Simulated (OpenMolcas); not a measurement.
A calculation on Te³⁺.

| Item | Value |
| --- | --- |
| Program | OpenMolcas 26.06 |
| Method | SS-RASPT2, IPEA 0.25 Eh, imaginary shift 0.1 Eh (closed shells correlated: 4d 5s) |
| Basis | ANO-RCC-VQZP [8s7p5d3f2g] |
| Scalar Hamiltonian | DKH2, point nucleus |
| Active space | 1 electron in 9 orbitals (RAS2 5p; RAS3 5d 6s, at most 1 electron) |
| State averaging | 2S+1 = 2 odd, 3 roots; 2S+1 = 2 even, 6 roots |
| Spin-orbit coupling | RASSI with atomic mean-field integrals over the reference wave functions, term energies averaged over their components |

Question: Which level of the active space comes out lowest?

Answer: 5s2 5p 2P* 1/2, with 100 % of that term; it is also the measured ground level.

Question: How high does 5s2 5d 2D 3/2 lie?

Answer: 118455 cm-1 above the lowest level; measured 127445 cm-1 above the ground level, so the calculation is off by -7 %.

Question: How high does 5s2 6s 2S 1/2 lie?

Answer: 137661 cm-1 above the lowest level; measured 133456 cm-1 above the ground level, so the calculation is off by +3 %.

Question: How high does 5s2 5p 2P* 3/2 lie?

Answer: 8062 cm-1 above the lowest level; measured 9223 cm-1 above the ground level, so the calculation is off by -13 %.

Measured values: Moore, Atomic Energy Levels, vol. III, NSRDS-NBS 35 (1971 reprint of NBS Circular 467, 1958).

ANO sets are built for valence states and can reach diffuse excited orbitals poorly, and with the s shell closed the s pⁿ⁺¹ terms that mix with these levels are absent. With one active electron, CASPT2 adds the correlation within the correlated inactive shells and between them and that electron, and leaves the splitting within a term as the reference gives it. Measured partners are found by configuration, term and J. A level has none where our copy of the source lacks it or the pairing is in doubt (some pairs that miss far off the trend of their configuration count as doubtful), and it then counts in no deviation. Only configurations of the active space appear.

* marks odd parity.
